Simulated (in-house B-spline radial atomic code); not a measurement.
How numerical settings move a run on Hf⁺, [Xe] 4f14 5d1 6s2. Computed with a B-spline radial code for spherical atoms: Dirac-Kohn-Sham BLYP, spherical fractional occupations, Fermi nucleus of rms radius 5.347 fm.

Command:
```bash
python run_scf.py task.json out
```
Settings of the sound reference run:
```
Z                72
electrons        71
configuration    [Xe] 4f14 5d1 6s2
hamiltonian      dirac
method           b88,lyp
spin_polarised   False
nucleus          fermi
rms_radius       5.347
mass_number      180
atomic_mass      179.9466
speed_of_light   137.036
knot_spacing     0.22
spline_order     8
gauss_points     12
box_radius       35.29
max_iterations   70
damping          0.5
damped_steps     3
diis_vectors     10
tolerance        1e-08
start            Thomas-Fermi
```

Cost of the run: 1 s on 1 thread of AMD EPYC 9R45 96-Core Processor (shared host).

It converges in 10 iterations to -15096.304365 hartree, with 5d5/2 at -10.3396 eV. The other runs change the listed settings, some to values that make no sense; their results aren't properties of the atom or ion. Radii are in bohr (the nuclear one in fm), a minus after a letter asks for a j subshell, and «unchanged» means within 1e-8 hartree. The run stops when the residual is below 10 × tolerance × max(1, Z/10), or a noise floor if that is larger, and the energy moves by less than 1e-8 × √|E| hartree; so very loose and very tight tolerances often act alike.

| changed settings | outcome |
| --- | --- |
| spline_order = 10, box_radius = 2.12, max_iterations = 60 | converged in 9 iterations, energy +1.21e+01 hartree from the reference, 5d5/2 level +5.6e+01 eV (the program warns: 5d5/2 has a positive eigenvalue: unbound, held by the box; 4f5/2 has a positive eigenvalue: unbound, held by the box) |
| knot_spacing = 0.55 | converged in 10 iterations, energy +2.15e+00 hartree from the reference, 5d5/2 level -6.2e-02 eV |
| knot_spacing = 0.1 | converged in 10 iterations, energy -7.44e-06 hartree from the reference |
| first_knot = 0.000139 | converged in 10 iterations, energy +1.97e-05 hartree from the reference, 5d5/2 level +3.1e-07 eV |
| knot_spacing = 2 | converged in 8 iterations, energy +3.14e+03 hartree from the reference, 5d5/2 level -8.5e+01 eV (the program warns: 5d5/2 reaches the box edge; 1s1/2 reaches the box edge) |
| max_iterations = 8, damped_steps = 8, tolerance = 0.01 | not converged after 8 iterations, last residual 2.3e-02, last energy +1.34e-02 hartree from the reference |
| damping = 0.95 | converged in 11 iterations, energy unchanged, 5d5/2 level +1.1e-05 eV |
| damping = 0.8 | converged in 10 iterations, energy unchanged, 5d5/2 level +1.5e-06 eV |
| knot_spacing = 0.15 | converged in 10 iterations, energy -7.39e-06 hartree from the reference |
| first_knot = 0.0417 | converged in 10 iterations, energy +7.13e+01 hartree from the reference, 5d5/2 level -1.3e-01 eV |
| first_knot = 0.0139 | converged in 10 iterations, energy +6.30e+00 hartree from the reference, 5d5/2 level -1.1e-02 eV |
| first_knot = 0.00139 | converged in 10 iterations, energy -5.10e-01 hartree from the reference, 5d5/2 level +4.8e-04 eV |
| electrons = 72, configuration = [Xe] 4f14 5d1 6s2 7p-1, max_iterations = 50 | converged in 13 iterations to -15096.3678 hartree, a different physical problem (warning: 7p1/2 reaches the box edge) |
| first_knot = 0.0139, max_iterations = 12, damped_steps = 1, tolerance = 0.0001 | converged in 8 iterations, energy +6.30e+00 hartree from the reference, 5d5/2 level -1.1e-02 eV |
| knot_spacing = 1 | converged in 10 iterations, energy +2.45e+02 hartree from the reference, 5d5/2 level -1.3e+01 eV (the program warns: 5d5/2 reaches the box edge; 3s1/2 reaches the box edge) |
| method = hf, speed_of_light = 79.22051 | converged in 12 iterations to -17961.8062 hartree, a different physical problem |
| damping = 0 | converged in 14 iterations, energy unchanged, 5d5/2 level +1.2e-05 eV |
| first_knot = 1.39e-06 | converged in 10 iterations, energy +9.28e-07 hartree from the reference, 5d5/2 level +5.2e-07 eV |

Problem. What happens with knot_spacing = 0.75?

Solution. Converged in 10 iterations, energy +7.03e+01 hartree from the reference, 5d5/2 level -1.5e+00 eV (the program warns: 3s1/2 reaches the box edge; 3p3/2 reaches the box edge).

Problem. What happens with first_knot = 1.39e-05?

Solution. Converged in 10 iterations, energy -3.72e-06 hartree from the reference, 5d5/2 level -7.4e-07 eV.

Problem. What happens with knot_spacing = 0.3?

Solution. Converged in 10 iterations, energy +1.12e-04 hartree from the reference, 5d5/2 level +2.8e-06 eV.

Problem. What happens with knot_spacing = 0.4?

Solution. Converged in 10 iterations, energy +1.24e-02 hartree from the reference, 5d5/2 level -5.4e-04 eV.
